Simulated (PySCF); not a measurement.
Estimate the missing entries of this data sheet.

Species: methylfluoroisocyanate silane, C2H4FNOSi.
SMILES: `C[Si@@H](F)N=C=O`

Conformer (atom-mapped SMILES and torsion angles): `[CH3:1][Si@@H:2]([F:3])[N:4]=[C:5]=[O:6]`: C1–Si2–N4–C5 62°.

```csv
property,level,value
point group of the GFN2-xTB geometry,GFN2-xTB,?
"rotational constants A, B, C of the GFN2-xTB geometry",GFN2-xTB,?
dipole moment,CAM-B3LYP/def2-SVPD,?
HOMO energy,CAM-B3LYP/def2-SVPD,-10.17 eV
LUMO energy,CAM-B3LYP/def2-SVPD,0.85 eV
lowest singlet excitation,TDDFT CAM-B3LYP/def2-SVPD,?
strongest line among the 8 lowest singlet transitions,TDDFT CAM-B3LYP/def2-SVPD,"S8 at 9.26 eV (134 nm, f = 0.235)"
lowest triplet excitation (Tamm–Dancoff),TDA CAM-B3LYP/def2-SVPD,?
static isotropic polarisability,CAM-B3LYP/def2-SVPD,56.9 au
electronic spatial extent ⟨r²⟩ about the centre of nuclear charge,CAM-B3LYP/def2-SVPD,854 bohr²
core binding energies,"ΔSCF SCAN, pcX-2 on the ionised atom, pcseg-1 elsewhere, spin-free X2C, 2p3/2 from a spin–orbit splitting computed afterwards within the 2p shell",?
```

The electronic properties come from PySCF, for the isolated species, density fitting.

Problem. The point group of the GFN2-xTB geometry?

Solution. C1.

Problem. Give the dipole moment.

Solution. 2.78 D.

Problem. What are the core binding energies?

Solution. Si2p3/2 108.6, C1s 290.8, C1s 295.2, N1s 405.7, O1s 539.6, F1s 692.4, Si1s 1848.7 eV.

Problem. The rotational constants A, B, C of the GFN2-xTB geometry?

Solution. 5.821, 1.545, 1.306 GHz.

Problem. What is the lowest triplet excitation (Tamm–Dancoff)?

Solution. 6.78 eV.

Problem. What is the lowest singlet excitation?

Solution. 7.21 eV (172 nm, f = 0.002).

No computed singlet falls in the visible range (750 to 380 nm, 1.65 to 3.26 eV); S1 lies 3.95 eV above its blue end. The 8 singlets span 7.21 to 9.26 eV, and their oscillator strengths add up to 0.48. The polarisability is 8.44 Å³ as a volume (1 au = 0.148185 Å³), or 1.05 au for each of the 54 electrons. The vertical singlet–triplet gap S1 − T1 is 0.43 eV (TDDFT singlet less Tamm–Dancoff triplet; S1: HOMO→LUMO+1, weight 0.58; T1: HOMO−1→LUMO+1, weight 0.28, beside HOMO→LUMO+3, weight 0.18).

One conformer stands for the species.
